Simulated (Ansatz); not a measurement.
`O[SiH2][Ga]1[CH2][S]1` → `[OH][Ga]1[CH2][S]1` + `[SiH2]`  (silylene formation by 1,1-elimination)

Computed with Ansatz on PBE0-D4/def2-TZVP structures; ΔE is electronic, products minus reactants. CBS: MP2 limit from def2 TZ/QZ plus the TZ coupled-cluster correction, frozen cores. This one scheme is used for every species. Functionals use def2-TZVPP. HSE06 is defined as in plane-wave codes. For Ga outer-core shells are correlated without core-valence functions, which leaves a few kJ/mol of doubt a bond. Scalar relativity is left out up to krypton. Each species was taken in one conformer, which may not be the lowest.

`O[SiH2][Ga]1[CH2][S]1`:

```xyz
10

O     0.659    1.583   -2.157
Si    1.400    0.663   -1.008
Ga   -0.137   -0.466    0.420
C    -1.700   -1.050    1.427
S    -0.213   -2.077    1.885
H     0.059    2.272   -1.871
H     2.286    1.472   -0.125
H     2.204   -0.334   -1.750
H    -2.076   -0.445    2.247
H    -2.482   -1.618    0.932
```

`[OH][Ga]1[CH2][S]1`:

Z-matrix (Å, degrees):
```
C
Ga 1 1.922
S 1 1.910 2 68.6
H 1 1.086 2 120.7 3 -104.4
H 1 1.086 2 120.7 3 104.4
O 2 1.759 1 162.2 3 -180.0
H 6 0.961 2 113.3 1 -0.0
```

`[SiH2]`:

```xyz
3

Si   -0.211   -0.639   -0.233
H    -0.761    0.366    0.775
H     0.972    0.273   -0.543
```

(1) Is it downhill or uphill in electronic energy at CCSD(T)/CBS, and by how much? (An estimate is asked.)

(2) What do these levels give: BLYP-D4, PBE0, r2SCANh, HSE06, MP2/def2-SVP, CCSD/def2-SVP, HF/def2-TZVPP, SCS-MP2/def2-TZVPP, HF/def2-QZVPP, SCS-MP2/def2-QZVPP, MP2/CBS(def2), CCSD/CBS(def2)? (Estimate.)

Largest T1 diagnostic among the species: 0.015.

## Answers

(1) Ansatz gave: Uphill: ΔE = +76.4 kcal/mol.

(2) The calculation gave: BLYP-D4 73.7, PBE0 78.5, r2SCANh 81.5, HSE06 78.5, MP2/def2-SVP 70.6, CCSD/def2-SVP 65.8, HF/def2-TZVPP 70.2, SCS-MP2/def2-TZVPP 73.7, HF/def2-QZVPP 70.5, SCS-MP2/def2-QZVPP 75.6, MP2/CBS(def2) 80.5, CCSD/CBS(def2) 75.4 kcal/mol.

In def2-TZVPP, CCSD(T) changes the Hartree–Fock value by +2.6 kcal/mol (the triples alone add +1.0 kcal/mol) and MP2 by +6.7 kcal/mol. From BLYP to BHLYP (50 % exact exchange), in def2-TZVPP and without D4, ΔE moves by +5.2 kcal/mol.
